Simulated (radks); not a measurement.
All-electron atom: Xe in [Xe].

Calculated with a radial shooting solver on a logarithmic mesh with Libxc functionals: scalar-relativistic Kohn-Sham, PBEsol, spin-polarised, spherical densities, point nucleus; hard spherical wall at 20 bohr.

Energy parts (eV):
part                       energy
total                 -202568.506
kinetic                213012.489
electron-nucleus      -490386.610
Hartree                 79799.259
exchange-correlation    -4993.645

Orbitals (lengths in bohr, moments of r in powers of bohr; <r^-3> diverges for s and p1/2):
| orbital | occ. | eigenvalue (eV) | <r^4> | <r^-3> | <1/r> |
|---|---|---|---|---|---|
| 1s | 2 | -34356.64 | 2.437e-06 | - | 58.09 |
| 2s | 2 | -5347.207 | 0.0004126 | - | 13.33 |
| 2p | 6 | -4798.674 | 0.0002988 | 6166 | 12.72 |
| 3s | 2 | -1093.479 | 0.01752 | - | 4.789 |
| 3p | 6 | -916.3518 | 0.01837 | 1190 | 4.551 |
| 3d | 10 | -653.5375 | 0.01585 | 163.9 | 4.310 |
| 4s | 2 | -197.1735 | 0.4946 | - | 1.952 |
| 4p | 6 | -141.0657 | 0.6745 | 238.5 | 1.791 |
| 4d | 10 | -59.3136 | 1.373 | 25.31 | 1.512 |
| 5s | 2 | -19.7803 | 23.70 | - | 0.7044 |
| 5p | 6 | -8.2430 | 64.10 | 23.95 | 0.5624 |

The highest occupied level is 5p at -8.243 eV. The pressure on the wall is 5.04e-11 GPa. The density falls to 0.001 e/bohr^3 at r = 4.40 bohr. Summed over all electrons, <r^2> = 60.82 bohr^2, which gives a Langevin (diamagnetic) susceptibility term of -48.2 x 10^-6 cm^3/mol.
